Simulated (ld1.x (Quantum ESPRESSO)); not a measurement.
Scattering properties, PAW potential for iridium

iridium (Ir), PAW, made with ld1.x (Quantum ESPRESSO) 7.5 (PBE, scalar-relativistic). Core [Kr] 4d10 4f14, reference 5s2 5p6 5d7 6s1.75 6p0.25. Waves: 5s (bound): rcut 1.38, rcutus 1.48 bohr; 6s (bound): rcut 1.38, rcutus 1.48 bohr; 5p (bound): rcut 1.68, rcutus 1.78 bohr; 6p (bound): rcut 1.68, rcutus 1.78 bohr; 5d (bound): rcut 1.32, rcutus 1.74 bohr; 5d channel at 0.05 Ry: rcut 1.32, rcutus 1.74 bohr. Local part: all-electron potential smoothed inside 1.12 bohr (lloc = -1). Core correction: Bessel-smoothed model core inside 0.70 bohr. Augmentation charge: PSQ, inside the norm-conserving radii.

The phase is arctan(r·u′/u) with u = r·R(r), unwrapped; energies in Ry, scanned from -9 to 5 Ry. A pole is an energy at which the radial function vanishes at the test radius. The pseudo phase is shifted by a multiple of π to meet the all-electron one at the reference energy, and phase errors are pseudo minus all-electron; the curves can meet again beyond the range given. Levels narrower than the energy grid can be missing from the lists of poles. n/a: not evaluated, since a narrow level or a reset projector energy made the automatic matching unsafe.

```csv
channel,radius (bohr),reference energy (Ry),"poles, all-electron","poles, pseudo",unbroken range about the reference energy with phases within 0.05 rad,phase error 1 Ry above the reference energy (rad)
s,1.94,-0.49,-7.03,-7.03,n/a,n/a
p,1.94,-0.11,-3.53,-3.53,below 1.9,-0.004
d,1.94,-0.56,1.14,1.14,the whole range,+0.000
```

The ghost test of this file was not conclusive. Its overlap operator is not positive definite in a basis up to 400 Ry (lowest eigenvalue p -0.12), so the file is unfit for use: the generalised eigenproblem breaks down once the basis is large enough, and its test numbers describe a broken file.

Phases in the p channel:

| E (Ry) | all-electron | pseudo |
| --- | --- | --- |
| -9.00 | 1.370 | 1.356 |
| -8.76 | 1.365 | 1.352 |
| -8.52 | 1.361 | 1.348 |
| -8.28 | 1.355 | 1.343 |
| -8.04 | 1.350 | 1.338 |
| -7.80 | 1.343 | 1.332 |
| -7.56 | 1.337 | 1.326 |
| -7.32 | 1.329 | 1.318 |
| -7.08 | 1.320 | 1.309 |
| -6.84 | 1.309 | 1.299 |
| -6.60 | 1.297 | 1.287 |
| -6.36 | 1.282 | 1.272 |
| -6.12 | 1.264 | 1.254 |
| -5.88 | 1.241 | 1.231 |
| -5.64 | 1.210 | 1.199 |
| -5.40 | 1.166 | 1.154 |
| -5.16 | 1.095 | 1.083 |
| -4.92 | 0.967 | 0.952 |
| -4.68 | 0.670 | 0.650 |
| -4.44 | -0.161 | -0.179 |
| -4.20 | -1.047 | -1.048 |
| -3.96 | -1.371 | -1.371 |
| -3.72 | -1.508 | -1.508 |
| -3.48 | -1.583 | -1.584 |
| -3.24 | -1.631 | -1.633 |
| -3.00 | -1.666 | -1.668 |
| -2.76 | -1.693 | -1.695 |
| -2.52 | -1.716 | -1.718 |
| -2.28 | -1.736 | -1.738 |
| -2.04 | -1.754 | -1.756 |
| -1.80 | -1.771 | -1.772 |
| -1.56 | -1.788 | -1.789 |
| -1.32 | -1.804 | -1.806 |
| -1.08 | -1.822 | -1.822 |
| -0.84 | -1.839 | -1.840 |
| -0.60 | -1.859 | -1.859 |
| -0.36 | -1.879 | -1.879 |
| -0.12 | -1.902 | -1.902 |
| 0.12 | -1.927 | -1.927 |
| 0.36 | -1.956 | -1.956 |
| 0.60 | -1.989 | -1.990 |
| 0.84 | -2.027 | -2.030 |
| 1.08 | -2.073 | -2.079 |
| 1.32 | -2.128 | -2.140 |
| 1.56 | -2.197 | -2.218 |
| 1.80 | -2.283 | -2.320 |
| 2.04 | -2.393 | -2.457 |
| 2.28 | -2.534 | -2.644 |
| 2.52 | -2.717 | -2.893 |
| 2.76 | -2.942 | -3.197 |
| 3.00 | -3.199 | -3.513 |
| 3.24 | -3.458 | -3.787 |
| 3.48 | -3.690 | -3.998 |
| 3.72 | -3.878 | -4.153 |
| 3.96 | -4.025 | -4.268 |
| 4.20 | -4.139 | -4.354 |
| 4.44 | -4.227 | -4.421 |
| 4.68 | -4.297 | -4.475 |
| 4.92 | -4.354 | -4.519 |
